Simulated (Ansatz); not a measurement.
**Molecular dynamics of Cl3GeH5Si**

Input:

```yaml
crystal:
  periodic: [false, false, false]
  atoms:
    - { symbol: Ge, position_ang: [-0.229126, -0.050858, -0.017197] }
    - { symbol: H, position_ang: [0.33345, 0.320154, 1.626121] }
    - { symbol: Cl, position_ang: [1.884962, -0.022746, -0.577424] }
    - { symbol: Cl, position_ang: [-0.866952, 1.664065, -1.186879] }
    - { symbol: Cl, position_ang: [-0.609318, -2.155229, -0.385146] }
    - { symbol: Si, position_ang: [-2.653035, 0.01014, 1.026288] }
    - { symbol: H, position_ang: [-3.401865, -0.318183, -0.220966] }
    - { symbol: H, position_ang: [-2.904872, -1.034372, 2.068492] }
    - { symbol: H, position_ang: [-3.066607, 1.353055, 1.540081] }
    - { symbol: H, position_ang: [-0.749136, 0.233972, 1.530128] }
basis:
  gaussian: { orbitals: def2-SVP }
hamiltonian:
  xc: pbe0
  dispersion: d4
md:
  timestep: 0.5
  n_steps: 200
  ensemble: nve
  temperature: 300.0
  initial_velocities: maxwell_boltzmann
  seed: 10929
```

Run as:

```bash
$ ansatz run input.yaml --threads 4 --pin off --max-ram 5120MiB --backend cpu --events-out ev --progress --plain --runs-dir out
```

It starts at the highest image of a converged band. Of that band: Neighbouring images differ by up to 2.5 eV, so the band resolves the path poorly. A vibrational analysis at the climbing image gives one clearly imaginary mode, 1626i cm⁻¹: a first-order saddle point.

Output, in part (step lines, the closing report, with atoms numbered from 0):

```
md step     0: t =     0.00 fs  T =   300.0 K  F+E_penalty+E_count = -102000.99208770 eV  E_kin = 0.310224 eV  conserved = -102000.68186370 eV  (27 SCF iters)
md step     1: t =     0.50 fs  T =   296.7 K  F+E_penalty+E_count = -102000.98870353 eV  E_kin = 0.306847 eV  conserved = -102000.68185688 eV  (27 SCF iters)
md step     2: t =     1.00 fs  T =   286.8 K  F+E_penalty+E_count = -102000.97833509 eV  E_kin = 0.296537 eV  conserved = -102000.68179814 eV  (27 SCF iters)
md step     3: t =     1.50 fs  T =   271.0 K  F+E_penalty+E_count = -102000.96196407 eV  E_kin = 0.280272 eV  conserved = -102000.68169228 eV  (29 SCF iters)
md step     4: t =     2.00 fs  T =   251.2 K  F+E_penalty+E_count = -102000.94130066 eV  E_kin = 0.259748 eV  conserved = -102000.68155288 eV  (29 SCF iters)
md step     5: t =     2.50 fs  T =   229.4 K  F+E_penalty+E_count = -102000.91857484 eV  E_kin = 0.237175 eV  conserved = -102000.68140012 eV  (29 SCF iters)
md step     6: t =     3.00 fs  T =   207.9 K  F+E_penalty+E_count = -102000.89622885 eV  E_kin = 0.214973 eV  conserved = -102000.68125567 eV  (29 SCF iters)
md step     7: t =     3.50 fs  T =   189.0 K  F+E_penalty+E_count = -102000.87656931 eV  E_kin = 0.195429 eV  conserved = -102000.68113994 eV  (26 SCF iters)
[... lines left out ...]
Total energy: -102003.27850529 eV, -3748.5513447640 hartree
Atom 0 at     0.544467     0.018163    -0.123144 Å, force    -1.275163    -0.984902    -4.907188 eV/Å
Atom 1 at     0.530601     0.208041     1.221464 Å, force     0.421486     0.928058     4.337828 eV/Å
Atom 2 at     2.516921    -0.168563    -1.017890 Å, force    -0.875306     0.148508     0.292183 eV/Å
Atom 3 at    -0.927769     1.276305    -1.135790 Å, force     0.985862     0.642990     0.144388 eV/Å
Atom 4 at    -0.787789    -1.662432    -0.419150 Å, force     0.684013    -0.729044     0.167185 eV/Å
Atom 5 at    -4.830230    -0.094022     1.777570 Å, force     0.571873     0.069409     0.027539 eV/Å
Atom 6 at    -3.990309     1.105298     1.405664 Å, force    -0.162837    -0.084839     0.381198 eV/Å
Atom 7 at    -3.853725    -1.193116     2.234499 Å, force    -0.656934     0.480898    -0.110136 eV/Å
Atom 8 at    -5.450498    -0.440893     0.474712 Å, force    -0.212085    -0.308879    -0.023402 eV/Å
Atom 9 at    -5.913694     0.238411     2.798873 Å, force     0.519089    -0.162199    -0.309595 eV/Å
Dipole moment:     0.258558     0.114654     0.377928 e Å
```

The steps, from the saved trajectory:

```tsv
time (fs)	T (K)	potential energy less start (eV)	conserved less start (meV/atom)
0	300	0.000	0.00
3	208	0.096	0.06
6	171	0.134	0.07
9	265	0.037	0.08
12	562	-0.270	0.08
15	859	-0.582	-0.42
18	913	-0.637	-0.33
21	807	-0.521	0.31
24	1625	-1.375	-0.47
27	1641	-1.385	0.17
30	2008	-1.768	-0.14
33	2318	-2.088	-0.11
36	2301	-2.067	0.18
39	2887	-2.680	-0.43
42	2600	-2.377	0.17
45	2726	-2.510	-0.08
48	2831	-2.618	-0.06
51	2693	-2.474	0.05
54	3043	-2.839	-0.30
57	2943	-2.732	0.08
60	2875	-2.663	-0.06
63	2912	-2.701	0.01
66	2917	-2.708	-0.15
69	2959	-2.751	-0.05
72	2988	-2.780	-0.06
75	2787	-2.572	-0.05
78	2787	-2.572	0.03
81	2837	-2.626	-0.19
84	2668	-2.447	0.16
87	2894	-2.684	-0.21
90	2670	-2.451	-0.04
93	2585	-2.363	0.04
96	2657	-2.438	-0.13
99	2461	-2.234	0.16
```

The run went to its last step. The conserved energy stayed within 0.75 meV per atom of its start (net change 0.082 meV per atom), so the integration is sound. The kinetic energy rose, since the run started high on the potential surface and went downhill. It ends in pieces (Cl3GeH + H4Si), so much of that is their flight and rotation, not heat. A run of 0.1 ps of so small a system gives no equilibrium averages. The orbitals stay closed-shell, which can raise the energy where a bond breaks towards radicals; this wasn't checked here.

Between its relaxed ends the band would form Ge1–Si6, H2–H10 and break Ge1–H2, Si6–H10. These pairs go: Ge1–Si6 2.64 → 5.70 Å, H2–H10 1.09 → 6.63 Å, Ge1–H2 1.78 → 1.36 Å, Si6–H10 1.98 → 1.53 Å. In the last frame they stand as before the step (other bonds may differ from the relaxed reactants and products). Also parted: Ge1–H10 1.66 → 7.09 Å. It ends as Cl3GeH + H4Si. Pairs count as bonded within 1.25 times the sum of covalent radii (0.12 Å more for H–H).

Last frame:

```xyz
10
Properties=species:S:1:pos:R:3
Ge 0.544 0.018 -0.123
H 0.531 0.208 1.222
Cl 2.517 -0.169 -1.018
Cl -0.928 1.276 -1.136
Cl -0.788 -1.662 -0.419
Si -4.830 -0.094 1.778
H -3.990 1.105 1.406
H -3.854 -1.193 2.235
H -5.450 -0.441 0.475
H -5.914 0.238 2.799
```

Time of the run: 7.1 min on 4 threads of Arm Neoverse V2 (shared host), peak memory 0.38 GiB.
